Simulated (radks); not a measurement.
Spherical jellium clusters: N electrons in a uniform positive sphere of charge N and radius rs N^(1/3), rs = 2.64 bohr. Method: non-relativistic Kohn-Sham, PBEsol, spin-polarised, spherical densities; computed with a radial shooting solver with Libxc functionals. Levels are named by radial order and angular momentum (1s, 1p, 1d, 2s, ...), and open shells are averaged over m.

N = 6, configuration 1s2 1p(up 3, down 1). This is the lowest configuration that the search found. Occupied and some empty levels:

level    occupation  eigenvalue (eV)  <r> (bohr)
1s up             1          -7.1405       3.390
1s down           1          -6.5239       3.326
1p up             3          -4.1014       4.416
1p down           1          -3.3885       4.477
2s up             0          -1.0910       7.010
1d up             0          -1.0240       5.949
1d down           0         -0.45586       6.567

Energy (eV): total -6.51719, kinetic 20.422, external -229.25, Hartree 108.22, exchange-correlation -28.439, background 122.52.
